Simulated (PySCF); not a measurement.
**butanoyl bromide (SMILES CCCC(=O)Br): coupling constants with relativity**

Geometry:
```
atom   x (Å)   y (Å)   z (Å)
  C1  -1.177   0.392   0.432
  C2  -0.246  -0.689  -0.095
  C3   1.049  -0.149  -0.686
  C4   1.987   0.416   0.340
  O5   1.870   0.407   1.514
 Br6   3.588   1.220  -0.494
  H7  -2.112  -0.045   0.811
  H8  -1.442   1.111  -0.359
  H9  -0.712   0.950   1.258
 H10  -0.754  -1.273  -0.880
 H11  -0.001  -1.400   0.710
 H12   0.869   0.638  -1.438
 H13   1.619  -0.929  -1.219
```

Method: indirect couplings at PBE0/pcJ-1 (dyall-v2z on Br), gas phase, Gaussian nuclear model, PBE0-D3(BJ)/def2-SVP geometry; PySCF integrals, density fitting.

Non-relativistic values:
```tsv
coupling	atoms	J (Hz)
1J(79Br,13C)	Br6 – C4	-202.1
2J(79Br,13C)	Br6 – C3	11.4
2J(79Br,17O)	Br6 – O5	45.6
3J(79Br,1H)	Br6 – H12/H13	-3.7
4J(79Br,1H)	Br6 – H10/H11	1.7
5J(79Br,1H)	Br6 – H7/H8/H9	1.0
```

**Question.** What do two-component X2C with spin–orbit coupling give?

**Answer.** 
| coupling | atoms | with spin–orbit (Hz) |
| --- | --- | --- |
| 1J(79Br,13C) | Br6 – C4 | -207.8 |
| 2J(79Br,13C) | Br6 – C3 | 10.8 |
| 2J(79Br,17O) | Br6 – O5 | 46.6 |
| 3J(79Br,1H) | Br6 – H12/H13 | -3.9 |
| 4J(79Br,1H) | Br6 – H10/H11 | 1.8 |
| 5J(79Br,1H) | Br6 – H7/H8/H9 | 1.0 |

The largest listed coupling, 1J(79Br,13C), ends at 1.03 times its non-relativistic value. Equivalent partners are averaged, as under fast rotation. In the static structure 4J(79Br,1H) spreads over 4.0, -0.4 Hz. Couplings to strongly quadrupolar nuclei (79Br) are seldom resolved in solution.
